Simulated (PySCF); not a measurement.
**Radial density of Pd⁺ (palladium, charge +1)**

UHF, [Kr] 4d8 5p1, one real determinant (an excited configuration). Calculation: PySCF 2.14, in x2c-TZVPPall with one added diffuse shell each of s, p, d, f type (9s7p7d3f1g, 95 functions); the spin-free X2C one-electron Hamiltonian (Gaussian nucleus).

| r (bohr) | 4πr²ρ (e/bohr) | 4πr²(ρα − ρβ) |
| --- | --- | --- |
| 0.0328 | 53.71 | 0.0024 |
| 0.0551 | 53.21 | 0.0125 |
| 0.0927 | 73.63 | 0.0671 |
| 0.156 | 54.60 | 0.2752 |
| 0.262 | 56.72 | 0.3923 |
| 0.441 | 36.29 | -0.0045 |
| 0.742 | 15.83 | 1.0027 |
| 1.25 | 12.24 | 1.5972 |
| 2.10 | 2.306 | 0.6273 |
| 3.53 | 0.3910 | 0.3186 |
| 5.94 | 0.06983 | 0.0697 |
| 9.99 | 0.001905 | 0.0019 |
| 16.8 | 0.0001333 | 0.0001 |

Densities and radii are taken from the X2C orbitals without a picture-change correction, which distorts them close to the nucleus.

⟨L²⟩ = 14.05 against 20 for a pure G term, so this real determinant mixes terms.

Where is the radial spin density 4πr²(ρα − ρβ) most negative, and why is it negative at all?

Around r = 0.441 bohr, down to -0.0045 e/bohr: exchange with the open shell polarises the paired shells in an unrestricted calculation.
